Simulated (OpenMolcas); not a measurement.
Pm2+ among 8 point charges of -0.5 e arranged as a cube (Oh).

```
Program             : OpenMolcas
Method              : CASSCF
Basis               : ANO-RCC-VDZP [7s6p4d2f1g]
Scalar Hamiltonian  : DKH2, point nucleus
Active space        : 5 electrons in 7 orbitals (4f)
State averaging     : 2S+1 = 6 odd, 21 roots; 2S+1 = 4 odd, 128 roots kept (CI in the orbitals of an earlier block, 108 in the spin-orbit step); 2S+1 = 2 odd, 150 roots kept (CI in the orbitals of an earlier block, 40 in the spin-orbit step)
Spin-orbit coupling : state interaction with AMFI integrals over the reference wave functions
```

All point charges move together. At R = 2.43 Å the width of the lowest J multiplet is 55 cm-1, and at R = 2.66 Å it is 36 cm-1.

**Question.** A third run gives 27 cm-1. What distance was it run at?

**Answer.** With a power law R^-n the two known points give n = -ln(36 / 55) / ln(2.66 / 2.43) = 4.69. Then R = 2.43 × (55 / 27)^(1/4.69) = 2.828 Å. The run was at 2.83 Å, so the estimate is off by -0.002 Å.

High states are left out of the spin-orbit mixing, which shifts the levels that they would mix with. Point charges carry no covalency, so the field is a model and not that of real ligands. A group larger than the point group allows holds several states that coincide in this model. No measured value stands beside these numbers.
